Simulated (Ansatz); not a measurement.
Molecule: 2-methylprop-2-ene-1-selenol, C₄H₈Se, charge 0, multiplicity 1. SMILES: C(C)(=C)C[SeH]
Structure (B3LYP-D3(BJ)/def2-TZVP (Ansatz, a first-principles code) minimum search):
```xyz
13

C     -2.1514     1.4023     0.4879
C     -1.4058     0.3067     0.6146
C     -1.9699    -1.0760     0.4727
C      0.0529     0.4074     0.9215
Se     1.2420    -0.1556    -0.5815
H     -3.2114     1.3440     0.2752
H     -1.7257     2.3928     0.5899
H     -1.5044    -1.5970    -0.3676
H     -1.7706    -1.6712     1.3691
H     -3.0459    -1.0525     0.3072
H      0.3500     1.4339     1.1222
H      0.3376    -0.2087     1.7728
H      1.1874    -1.5943    -0.2785
```

Wanted: atomisation energy, in kcal/mol. Terms: dispersion terms only where a functional's name holds one; atomisation electronic, to ground-state atoms; frozen cores in correlated levels (noble-gas shells and the d and f shells of earlier blocks); non-relativistic; UHF or UKS for open shells; LANL2DZ with its own core potentials from Na on; spin-orbit terms left out; six Cartesian d functions in 6-31G* and its kin unless marked 5d. Ab initio and DFT rows: single points at B3LYP-D3(BJ) geometries (Ansatz).

| level | program | atomisation energy (kcal/mol) |
|---|---|---|
| HF/6-31G* | Ansatz | 881.5 |
| HF/6-31G* with LANL2DZ past Ar | Ansatz | 867.7 |
| PBE/LANL2DZ | Ansatz | 1188.7 |
| PBE/6-31G* | Ansatz | 1219.3 |
| PBE/6-31G* with LANL2DZ past Ar | Ansatz | 1208.7 |
| BLYP/6-31G* with LANL2DZ past Ar | Ansatz | 1170.1 |
| B3LYP/LANL2DZ | Ansatz | 1149.5 |
| B3LYP/6-31G* | Ansatz | 1186.7 |
| B3LYP/6-31G** | Ansatz | 1194.8 |
| B3LYP/def2-SVP | Ansatz | 1194.1 |
| B3LYP/6-31G* with LANL2DZ past Ar | Ansatz | 1175.0 |
| MP2/STO-3G | Ansatz | 1221.4 |
| MP2/3-21G | Ansatz | 1035.1 |
| MP2/6-31G* | Ansatz | 1100.4 |
| B3LYP-D3(BJ)/def2-TZVPD | Ansatz + dftd3 | 1199.5 |
| wB97M-V/def2-TZVPD | Ansatz | 1196.3 |

No value to compare with is used here. The 14 habitual levels span 867.7 (HF/6-31G* with LANL2DZ past Ar) to 1221.4 kcal/mol (MP2/STO-3G); B3LYP-D3(BJ)/def2-TZVPD gives 1199.5.

The levels are drawn from those run, B3LYP/6-31G* more often than the rest, none by its result; left out are runs that failed, that the program found above a lower state of the same kind, or whose <S^2> lies over 0.5 above the pure value.
